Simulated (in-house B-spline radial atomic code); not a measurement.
Inner levels of thallium as electrons are removed. A shift is the extra binding of the orbital against the neutral atom ([Xe] 4f14 5d10 6s2 6p1). Computed with an all-electron radial atomic-structure program (B-spline basis): non-relativistic Hartree-Fock, average of the configuration, point nuclei.

This level leaves out relativity, spin-orbit splitting included, which matters for heavy ions.

```json
{"ion": "Tl", "configuration": "[Xe] 4f14 5d10 6s2 6p1", "shift of 4f (eV)": "0", "shift of 2p (eV)": "0", "shift of 4d (eV)": "0", "radius of 4f (bohr)": "0.45539", "radius of 2p (bohr)": "0.066456", "radius of 4d (bohr)": "0.44121", "Σ<r²> (bohr²)": "76.79", "change of density at nucleus (bohr⁻³)": "-"}
{"ion": "Tl+", "configuration": "[Xe] 4f14 5d10 6s2", "shift of 4f (eV)": "7.0067", "shift of 2p (eV)": "7.0154", "shift of 4d (eV)": "7.0079", "radius of 4f (bohr)": "0.45538", "radius of 2p (bohr)": "0.066456", "radius of 4d (bohr)": "0.44121", "Σ<r²> (bohr²)": "56.458", "change of density at nucleus (bohr⁻³)": "4.731"}
{"ion": "Tl2+", "configuration": "[Xe] 4f14 5d10 6s1", "shift of 4f (eV)": "16.573", "shift of 2p (eV)": "16.586", "shift of 4d (eV)": "16.579", "radius of 4f (bohr)": "0.45537", "radius of 2p (bohr)": "0.066456", "radius of 4d (bohr)": "0.44119", "Σ<r²> (bohr²)": "45.982", "change of density at nucleus (bohr⁻³)": "-11.947"}
{"ion": "Tl3+", "configuration": "[Xe] 4f14 5d10", "shift of 4f (eV)": "27.132", "shift of 2p (eV)": "27.163", "shift of 4d (eV)": "27.144", "radius of 4f (bohr)": "0.45535", "radius of 2p (bohr)": "0.066456", "radius of 4d (bohr)": "0.44117", "Σ<r²> (bohr²)": "37.72", "change of density at nucleus (bohr⁻³)": "-35.381"}
{"ion": "Tl4+", "configuration": "[Xe] 4f14 5d9", "shift of 4f (eV)": "44.587", "shift of 2p (eV)": "44.871", "shift of 4d (eV)": "44.585", "radius of 4f (bohr)": "0.45501", "radius of 2p (bohr)": "0.066455", "radius of 4d (bohr)": "0.44142", "Σ<r²> (bohr²)": "34.431", "change of density at nucleus (bohr⁻³)": "-29.364"}
{"ion": "Tl5+", "configuration": "[Xe] 4f14 5d8", "shift of 4f (eV)": "63.131", "shift of 2p (eV)": "63.779", "shift of 4d (eV)": "63.113", "radius of 4f (bohr)": "0.45457", "radius of 2p (bohr)": "0.066455", "radius of 4d (bohr)": "0.44137", "Σ<r²> (bohr²)": "31.548", "change of density at nucleus (bohr⁻³)": "-22.274"}
{"ion": "Tl6+", "configuration": "[Xe] 4f14 5d7", "shift of 4f (eV)": "?", "shift of 2p (eV)": "?", "shift of 4d (eV)": "?", "radius of 4f (bohr)": "?", "radius of 2p (bohr)": "?", "radius of 4d (bohr)": "?", "Σ<r²> (bohr²)": "?", "change of density at nucleus (bohr⁻³)": "?"}
{"ion": "Tl7+", "configuration": "[Xe] 4f14 5d6", "shift of 4f (eV)": "103.13", "shift of 2p (eV)": "104.86", "shift of 4d (eV)": "103.07", "radius of 4f (bohr)": "0.4534", "radius of 2p (bohr)": "0.066454", "radius of 4d (bohr)": "0.44119", "Σ<r²> (bohr²)": "26.645", "change of density at nucleus (bohr⁻³)": "-5.141"}
{"ion": "Tl8+", "configuration": "[Xe] 4f14 5d5", "shift of 4f (eV)": "124.45", "shift of 2p (eV)": "126.92", "shift of 4d (eV)": "124.37", "radius of 4f (bohr)": "0.45267", "radius of 2p (bohr)": "0.066454", "radius of 4d (bohr)": "0.44105", "Σ<r²> (bohr²)": "24.515", "change of density at nucleus (bohr⁻³)": "4.825"}
{"ion": "Tl9+", "configuration": "[Xe] 4f14 5d4", "shift of 4f (eV)": "146.59", "shift of 2p (eV)": "149.93", "shift of 4d (eV)": "146.48", "radius of 4f (bohr)": "0.45185", "radius of 2p (bohr)": "0.066453", "radius of 4d (bohr)": "0.44088", "Σ<r²> (bohr²)": "22.552", "change of density at nucleus (bohr⁻³)": "15.65"}
{"ion": "Tl10+", "configuration": "[Xe] 4f14 5d3", "shift of 4f (eV)": "169.51", "shift of 2p (eV)": "173.87", "shift of 4d (eV)": "169.36", "radius of 4f (bohr)": "0.45094", "radius of 2p (bohr)": "0.066452", "radius of 4d (bohr)": "0.44068", "Σ<r²> (bohr²)": "20.731", "change of density at nucleus (bohr⁻³)": "27.347"}
{"ion": "Tl11+", "configuration": "[Xe] 4f14 5d2", "shift of 4f (eV)": "193.18", "shift of 2p (eV)": "198.7", "shift of 4d (eV)": "192.99", "radius of 4f (bohr)": "0.44995", "radius of 2p (bohr)": "0.066451", "radius of 4d (bohr)": "0.44044", "Σ<r²> (bohr²)": "19.033", "change of density at nucleus (bohr⁻³)": "39.851"}
{"ion": "Tl12+", "configuration": "[Xe] 4f14 5d1", "shift of 4f (eV)": "217.57", "shift of 2p (eV)": "224.41", "shift of 4d (eV)": "217.34", "radius of 4f (bohr)": "0.44888", "radius of 2p (bohr)": "0.06645", "radius of 4d (bohr)": "0.44016", "Σ<r²> (bohr²)": "17.443", "change of density at nucleus (bohr⁻³)": "53.166"}
{"ion": "Tl13+", "configuration": "[Xe] 4f14", "shift of 4f (eV)": "?", "shift of 2p (eV)": "?", "shift of 4d (eV)": "?", "radius of 4f (bohr)": "?", "radius of 2p (bohr)": "?", "radius of 4d (bohr)": "?", "Σ<r²> (bohr²)": "?", "change of density at nucleus (bohr⁻³)": "?"}
{"ion": "Tl14+", "configuration": "[Kr] 4d10 4f14 5s2 5p5", "shift of 4f (eV)": "270.36", "shift of 2p (eV)": "280.45", "shift of 4d (eV)": "270.1", "radius of 4f (bohr)": "0.44626", "radius of 2p (bohr)": "0.066448", "radius of 4d (bohr)": "0.43931", "Σ<r²> (bohr²)": "14.743", "change of density at nucleus (bohr⁻³)": "85.296"}
{"ion": "Tl15+", "configuration": "[Kr] 4d10 4f14 5s2 5p4", "shift of 4f (eV)": "298.6", "shift of 2p (eV)": "310.61", "shift of 4d (eV)": "298.35", "radius of 4f (bohr)": "0.44475", "radius of 2p (bohr)": "0.066446", "radius of 4d (bohr)": "0.43874", "Σ<r²> (bohr²)": "13.589", "change of density at nucleus (bohr⁻³)": "103.91"}
{"ion": "Tl16+", "configuration": "[Kr] 4d10 4f14 5s2 5p3", "shift of 4f (eV)": "?", "shift of 2p (eV)": "?", "shift of 4d (eV)": "?", "radius of 4f (bohr)": "?", "radius of 2p (bohr)": "?", "radius of 4d (bohr)": "?", "Σ<r²> (bohr²)": "?", "change of density at nucleus (bohr⁻³)": "?"}
{"ion": "Tl17+", "configuration": "[Kr] 4d10 4f14 5s2 5p2", "shift of 4f (eV)": "356.68", "shift of 2p (eV)": "372.95", "shift of 4d (eV)": "356.44", "radius of 4f (bohr)": "0.44163", "radius of 2p (bohr)": "0.066443", "radius of 4d (bohr)": "0.43752", "Σ<r²> (bohr²)": "11.418", "change of density at nucleus (bohr⁻³)": "143.03"}
{"ion": "Tl18+", "configuration": "[Kr] 4d10 4f14 5s2 5p1", "shift of 4f (eV)": "386.48", "shift of 2p (eV)": "405.11", "shift of 4d (eV)": "386.24", "radius of 4f (bohr)": "0.44003", "radius of 2p (bohr)": "0.066441", "radius of 4d (bohr)": "0.43686", "Σ<r²> (bohr²)": "10.394", "change of density at nucleus (bohr⁻³)": "163.51"}
{"ion": "Tl19+", "configuration": "[Kr] 4d10 4f14 5s2", "shift of 4f (eV)": "416.79", "shift of 2p (eV)": "437.92", "shift of 4d (eV)": "416.53", "radius of 4f (bohr)": "0.43841", "radius of 2p (bohr)": "0.06644", "radius of 4d (bohr)": "0.43617", "Σ<r²> (bohr²)": "9.408", "change of density at nucleus (bohr⁻³)": "184.65"}
{"ion": "Tl20+", "configuration": "[Kr] 4d10 4f13 5s2", "shift of 4f (eV)": "463.23", "shift of 2p (eV)": "489.62", "shift of 4d (eV)": "461.58", "radius of 4f (bohr)": "0.43158", "radius of 2p (bohr)": "0.066442", "radius of 4d (bohr)": "0.43302", "Σ<r²> (bohr²)": "8.9796", "change of density at nucleus (bohr⁻³)": "232"}
{"ion": "Tl21+", "configuration": "[Kr] 4d10 4f13 5s1", "shift of 4f (eV)": "495.39", "shift of 2p (eV)": "524.43", "shift of 4d (eV)": "493.7", "radius of 4f (bohr)": "0.42995", "radius of 2p (bohr)": "0.066441", "radius of 4d (bohr)": "0.43224", "Σ<r²> (bohr²)": "8.1139", "change of density at nucleus (bohr⁻³)": "-47.285"}
{"ion": "Tl22+", "configuration": "[Kr] 4d10 4f13", "shift of 4f (eV)": "528.02", "shift of 2p (eV)": "559.84", "shift of 4d (eV)": "526.26", "radius of 4f (bohr)": "0.4283", "radius of 2p (bohr)": "0.066438", "radius of 4d (bohr)": "0.43143", "Σ<r²> (bohr²)": "7.2758", "change of density at nucleus (bohr⁻³)": "-340.3"}
```

(1) Fill in the row of Tl6+.

(2) Fill in the row of Tl13+.

(3) Fill in the row of Tl16+.

## Answers

(1) shift of 4f (eV): 82.67; shift of 2p (eV): 83.797; shift of 4d (eV): 82.632; radius of 4f (bohr): 0.45404; radius of 2p (bohr): 0.066455; radius of 4d (bohr): 0.44129; Σ<r²> (bohr²): 28.975; change of density at nucleus (bohr⁻³): -14.175.

(2) shift of 4f (eV): 242.65; shift of 2p (eV): 250.97; shift of 4d (eV): 242.37; radius of 4f (bohr): 0.44773; radius of 2p (bohr): 0.066449; radius of 4d (bohr): 0.43985; Σ<r²> (bohr²): 15.948; change of density at nucleus (bohr⁻³): 67.296.

(3) shift of 4f (eV): 327.38; shift of 2p (eV): 341.45; shift of 4d (eV): 327.14; radius of 4f (bohr): 0.44321; radius of 2p (bohr): 0.066445; radius of 4d (bohr): 0.43815; Σ<r²> (bohr²): 12.482; change of density at nucleus (bohr⁻³): 123.15.
